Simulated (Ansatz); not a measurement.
`C[CH](C)[Mg][F]` + HCl → `C[CH](C)[Mg][Cl]` + H–F at 500 K and 1 bar (ligand exchange at a Mg–F bond).

Isolated molecules relaxed with PBE0-D4/def2-TZVP in Ansatz; ΔE leaves out vibrations. CCSD(T)/CBS adds triple-zeta CCSD(T) − MP2 to the extrapolated MP2 energy (def2 sets, frozen cores). This one scheme is used for every species. For Mg outer-core shells are correlated without core-valence functions, which leaves a few kJ/mol of doubt a bond. Each species was taken in one conformer, which may not be the lowest.

| species | CCSD(T)/CBS energy (Eh) | H − E (kJ/mol) | S (J/(mol·K)) |
| --- | --- | --- | --- |
| `C[CH](C)[Mg][F]` | -418.11940 | 294.7 | 419.3 |
| HCl | -460.38127 | 32.5 | 201.9 |
| `C[CH](C)[Mg][Cl]` | -778.11446 | 294.0 | 433.1 |
| H–F | -100.39570 | 39.4 | 188.7 |

H − E and S are ideal-gas, rigid-rotor, harmonic terms from PBE0-D4/def2-TZVP, for one conformer and one mirror image of each species. 1 Eh = 2625.50 kJ/mol, R = 8.31446 J/(mol·K).

By hand: ΔE, ΔH, ΔS and ΔG.

ΔE = (-778.11446) + (-100.39570) − (-418.11940) − (-460.38127) = -0.00949 Eh = -24.9 kJ/mol. Δ(H − E) = 294.0 + 39.4 − 294.7 − 32.5 = 6.2, so ΔH = -18.7 kJ/mol. ΔS = 433.1 + 188.7 − 419.3 − 201.9 = 0.6 J/(mol·K). ΔG = -18.7 − 500 × (0.6)/1000 = -19.0 kJ/mol.

By hand: the equilibrium constant, and the temperature at which ΔG would vanish if ΔH and ΔS stayed fixed.

log₁₀ K = −ΔG/(RT ln 10) = 2.0. ΔH and −TΔS have one sign here, so there is no such temperature.

The number of gas molecules stays the same, so ΔS is small and ΔH decides. A doubt of 5 kJ/mol in ΔE shifts log₁₀ K by 0.5 here. Other conformers and mirror images would add mixing entropy, several J/(mol·K) or more a flexible species. Modes under 60 cm⁻¹, often nearly free rotors, make the harmonic entropy too high. These are equilibria of isolated gas molecules and say nothing of rates. Largest T1 diagnostic: 0.010 (customary marks: 0.02 for closed shells, 0.045 for open ones).

ΔS is within the doubt of such terms, so its sign, and with it that verdict, could turn.
